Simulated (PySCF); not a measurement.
**How methods differ on the excitation energy of Ta**

Ta [Xe] 4f14 5d3 6s2 (4F) → Ta [Xe] 4f14 5d5 (6S), as a difference of total energies. All numbers are calculated (PySCF 2.14, scalar relativity by spin-free X2C-1e, in x2c-TZVPPall (11s7p7d3f1g, 97 functions)). Correlated levels: valence: [Xe] 4f14 frozen. The calculations carry no spin-orbit coupling.

| method | excitation energy (eV) |
| --- | --- |
| UHF | 3.020 |
| MP2 (valence) | 3.368 |
| SCS-MP2 (valence) | 4.134 |
| CCSD (valence) | 3.498 |
| CCSD(T) (valence) | 3.557 |

Question: How much does correlation contribute at CCSD(T) (valence)?

Answer: 3.557 − (3.020) = 0.537 eV, measured against UHF.

A first-order spin-orbit estimate (lowest level to lowest level, LS coupling) adds 0.485 eV.
